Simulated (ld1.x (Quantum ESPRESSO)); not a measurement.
**Au: excitation energies, all-electron against TM**

```json
{
  "Element": "Au (Z = 79)",
  "Generator": "ld1.x (Quantum ESPRESSO) 7.5",
  "Type": "norm-conserving Troullier–Martins (Kleinman–Bylander form)",
  "Functional": "PBE",
  "Relativity": "fully relativistic",
  "Frozen core": "[Kr] 4d10 4f14 5s2",
  "Valence charge": "17",
  "Reference configuration": "5p6 5d10 6s1 6p0",
  "Partial waves": "5p (bound): rc 1.45 bohr; 5d (bound): rc 1.80 bohr; 6s (bound): rc 1.95 bohr",
  "Local potential": "the s channel",
  "Core correction": "a·sin(br)/r model core inside 0.90 bohr"
}
```

Open shells are filled in proportion to 2j + 1 (rel_dist='average').

Energies are relative to the spin-unpolarised reference configuration 5p6 5d10 6s1 6p0; without spin polarisation the order of configurations can differ from experiment.

```tsv
valence configuration	charge	ΔE all-electron (eV)	error AE − PS (meV)
5p6 5d9 6s0 6p0	+2	30.655	-39
5p6 5d8 6s0 6p0	+3	64.533	-178
5p6 5d9 6s2 6p0	0	1.712	-43
5p6 5d7 6s0 6p0	+4	112.226	-471
5p6 5d9 6s1 6p1	0	7.450	-645
5p5 5d10 6s1 6p0	+1	67.235	-211
```

Q: What are ΔE and the potential's error for 5p6 5d10 6s0 6p0?

A: ΔE = 9.427 eV all-electron; the error (AE − PS) is -9.9 meV.

These tests converged, but a pseudo level misses the all-electron one widely, so the file describes the atom poorly there or has found another state: 5p6 5d9 6s0 6p0: empty 6p by 2.0 eV; 5p6 5d8 6s0 6p0: empty 6p by 3.0 eV; 5p6 5d7 6s0 6p0: empty 6p by 4.0 eV.
